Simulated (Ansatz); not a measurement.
A made-up structure of AlHIO, doublet:

```tsv
atom	x (Å)	y (Å)	z (Å)
O1	-1.0866	0.5554	-0.3317
Al2	-0.3129	-0.3333	0.8811
I3	-3.1094	0.3727	-0.6095
H4	-0.6774	0.8250	-1.1545
```

It is relaxed with PBE-D4/def2-SVP and then PBE0-D4/def2-TZVP (Ansatz 0.2.0). Atoms count as bonded within 1.22 times the sum of their covalent radii (H–H: 0.88 Å). The end point is not checked to be a true minimum.

Task: Does its bonding change? (Judge from chemistry; the calculation decides.)

Result: Computed: Yes. Formed: Al2–I3; broken: O1–I3.

Where it ends: The first stage lowers the energy by 3.21 eV in 13 steps. It ends as AlHIO ([OH][Al][I]):
O1  (-0.083, 0.684, -0.437)
Al2  (-1.195, -0.075, 0.585)
I3  (-3.608, -0.260, -0.077)
H4  (-0.299, 1.071, -1.286)
(Å)

Labels in which every atom is bracketed show which atoms are joined, not bond orders.

For scale, one of the runs: PBE0-D4/def2-TZVP relaxation, 124 basis functions, launched by `ansatz run in.yaml --threads 2 --pin off --events-out ev --progress --plain --max-ram 4352MiB`. The run took about 31 s on 2 CPU threads of an Arm Neoverse V1 (shared host).
